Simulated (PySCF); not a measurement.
Ionisation energy of K by level of theory

K [Ar] 4s1 (2S) → K⁺ [Ar] (1S), as a difference of total energies. Calculation: PySCF 2.14, in aug-cc-pwCVTZ-X2C with one added diffuse shell each of s, p, d, f type (10s9p7d4f, 100 functions); the spin-free X2C one-electron Hamiltonian (Gaussian nucleus). Correlated levels: nothing frozen. The calculations carry no spin-orbit coupling.

| method | ionisation energy (eV) |
| --- | --- |
| UHF | 4.023 |
| MP2 (all electrons) | 4.304 |
| SCS-MP2 (all electrons) | 4.246 |
| CCSD (all electrons) | 4.300 |
| CCSD(T) (all electrons) | 4.323 |

Task: How much does correlation contribute at CCSD(T) (all electrons)?

Result: 4.323 − (4.023) = 0.300 eV, measured against UHF.

Errors of the correlated levels include the incompleteness of this basis.

For comparison: 4.341 eV (measured; NIST Atomic Spectra Database, ionization energies).
